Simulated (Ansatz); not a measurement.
Consider the ligand exchange at the Al–C bond: `CC[CH](O)[AlH2]` + `N=CS` → `[AlH2]/[N]=C\S` + `CCCO`.

Gas-phase electronic energies from Ansatz, PBE0-D4/def2-TZVP geometries. CCSD(T)/CBS adds triple-zeta CCSD(T) − MP2 to the extrapolated MP2 energy (def2 sets, frozen cores). This one scheme is used for every species. DFT in def2-TZVPP. B3LYP here is the variant with VWN-RPA as its local correlation; programs differ in this. Each species was taken in one conformer, which may not be the lowest.

CCSD(T)/CBS gives -29.3 kcal/mol.

(1) Another level gave -28.8 kcal/mol. Which?
A. SCS-MP2/def2-TZVPP
B. PBE-D4/def2-TZVPP
C. HF/def2-TZVPP
D. B3LYP/def2-TZVPP

Largest T1 diagnostic among the species: 0.015.

Answers

(1) B. PBE-D4 -28.8, SCS-MP2/def2-TZVPP -30.6, B3LYP -31.8, HF/def2-TZVPP -33.2 kcal/mol.

In def2-TZVPP, CCSD(T) changes the Hartree–Fock value by +3.8 kcal/mol (the triples alone add +0.3 kcal/mol) and MP2 by +2.7 kcal/mol. The D4 term adds +0.9 kcal/mol with B3LYP and +0.5 kcal/mol with PBE0; it sums over pairs of atoms, weighted by their polarisabilities, and B3LYP, whose exchange is more repulsive, gets the larger term.
